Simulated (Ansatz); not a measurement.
Start from `O[SiH2]F` and change one atom or group to get `O=CO[SiH2]F`.

Ansatz, PBE0-D4/def2-TZVP geometries, multiplicity 1. Each molecule was computed in one conformer, which needn't be the lowest.

```
                                                                                  property  `O[SiH2]F`
                                                   HOMO–LUMO gap (ωB97M-V/def2-TZVPP) / eV       13.54
                                                       HOMO–LUMO gap (PBE/def2-TZVPP) / eV        7.30
                                                     HOMO–LUMO gap (B3LYP/def2-TZVPP) / eV        9.16
ideal-gas entropy at 298 K and 1 bar (rigid rotor, harmonic PBE0-D4/def2-TZVP) / J/(mol·K)         276
                                                         HOMO energy (PBE/def2-TZVPP) / eV       -7.81
                                                        LUMO energy (PBE0/def2-TZVPP) / eV        0.37
```

(1) What does the change do to each property? (An estimate is asked.)

## Answers

(1) Ansatz gave: 
| property | `O=CO[SiH2]F` | shift |
| --- | --- | --- |
| HOMO–LUMO gap (ωB97M-V/def2-TZVPP) / eV | 12.73 | -0.81 |
| HOMO–LUMO gap (PBE/def2-TZVPP) / eV | 5.26 | -2.04 |
| HOMO–LUMO gap (B3LYP/def2-TZVPP) / eV | 7.55 | -1.61 |
| ideal-gas entropy at 298 K and 1 bar (rigid rotor, harmonic PBE0-D4/def2-TZVP) / J/(mol·K) | 323 | 47 |
| HOMO energy (PBE/def2-TZVPP) / eV | -7.11 | 0.70 |
| LUMO energy (PBE0/def2-TZVPP) / eV | -0.70 | -1.07 |

With PBE0 the HOMO rises by 0.53 eV and the LUMO falls by 1.07 eV, so the gap narrows by about 1.60 eV. PBE moves the HOMO by 0.70 eV and ωB97M-V by 0.39 eV. The zero-point energy changes by 27.6 kJ/mol with +6 modes.

B3LYP here is the variant with VWN-RPA as its local correlation; programs differ in this.
